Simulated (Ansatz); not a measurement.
Computed with Ansatz on PBE0-D4/def2-TZVP structures; ΔE is electronic, products minus reactants. CCSD(T)/CBS is the MP2 limit (def2-TZVPP, def2-QZVPP) plus CCSD(T) − MP2 in def2-TZVPP, frozen cores. This one scheme is used for every species. Functionals use def2-TZVPP. One conformer a species, not always the lowest.

`[CH3][Al]([OH])[SH]` + H–F → `[CH3][Al]([F])[SH]` + H₂O  (ligand exchange at the Al–O bond)

Q: Is it downhill or uphill in electronic energy at CCSD(T)/CBS, and by how much? (Estimate.)

A: Ansatz gave: Downhill: ΔE = -49.3 kJ/mol.

Q: What do these levels give: BLYP-D4, PBE-QIDH, BLYP, PBE0, HF/def2-QZVPP, HF/CBS(def2)? (An estimate is asked.)

A: Ansatz gave: BLYP-D4 -50.2, PBE-QIDH -47.4, BLYP -53.7, PBE0 -49.1, HF/def2-QZVPP -55.6, HF/CBS(def2) -55.9 kJ/mol.

Largest T1 diagnostic among the species: 0.011.

At CCSD(T), def2-SVP lies −4.1 kJ/mol from the extrapolated value and def2-TZVPP +2.1 kJ/mol. Leaving LDA and LC-ωPBE aside and taking each functional with its dispersion term where it has one, the values, not all of them listed here, spread over 6.2 kJ/mol, from B97M-V to revPBE-D4. LDA lies +5.2 kJ/mol from PBE without D4.
